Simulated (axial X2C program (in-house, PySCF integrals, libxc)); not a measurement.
# Low determinants of MoBr at the PBE0 level, scalar-relativistic

Computed with an in-house all-electron X2C program for linear molecules (integrals from PySCF). Spin-free means the one-electron spin-free X2C Hamiltonian. Basis: Mo dyall-cv3z [11s12p9d5f3g], Br dyall-cv3z [8s9p6d4f1g] (cores contracted in-house); Gaussian nuclei, density fitting, unrestricted open shells. Masses: Mo 97.905 u, Br 78.918 u.

Search at 2.440 Å (vertical energies from the lowest determinant):

| ΔE (eV) | state | electrons beyond evenly filled partner blocks | electrons in σ, π, δ, φ |
| --- | --- | --- | --- |
| 0.00 | M_S = 5/2, Λ = 0 | σα, π+α, π-α, δ+α, δ-α | 33 34 10 0 |
| 1.51 | M_S = 5/2, Λ = 1 | 2 × σα, π+α, δ+α, δ-α | 34 33 10 0 |
| 1.58 | M_S = 3/2, Λ = 0 | σβ, π+α, π-α, δ+α, δ-α | 33 34 10 0 |
| 1.91 | M_S = 3/2, Λ = 0 | σα, π+β, π-α, δ+α, δ-α | 33 34 10 0 |
| 1.97 | M_S = 3/2, Λ = 1 | π+α, δ+α, δ-α | 34 33 10 0 |
| 2.26 | M_S = 3/2, Λ = 2 | π+α, π-α, δ+α | 34 34 9 0 |
| 2.31 | M_S = 5/2, Λ = 2 | 2 × σα, π+α, π-α, δ+α | 34 34 9 0 |

Lowest determinant, M_S = 5/2, Λ = 0 (beyond evenly filled blocks: σα, π+α, π-α, δ+α, δ-α): Re = 2.434 Å, ωe = 264.7 cm⁻¹.

The determinant in row 2 of the search, M_S = 5/2, Λ = 1 (beyond evenly filled blocks: 2 × σα, π+α, δ+α, δ-α), was followed along the bond at PBE0; measured from the minimum of the lowest determinant it gives:

Te = 1.501 eV (12106 cm⁻¹), Re = 2.480 Å, ωe = 245.7 cm⁻¹.

Problem. Compare the bond of the determinant in row 2 with that of the lowest one.

Solution. At PBE0 its Re is 0.046 Å longer and its force constant, which goes as ωe², is 0.86 times that of the lowest determinant. This determinant mixes spin states, so it has no term energy of its own.

The search compares states at one distance, so a state with another bond length can lie lower; it is not exhaustive and yields mostly the lowest determinant of each block pattern, so other components and higher states of one pattern are missing. These are energies of single determinants, not of spin-adapted states; PBE0 term energies can be off by some tenths of an eV, and the functional has no current term. Row 2 is spin-contaminated (⟨S²⟩ = 8.80 against 8.75), so its values are not those of a pure state.
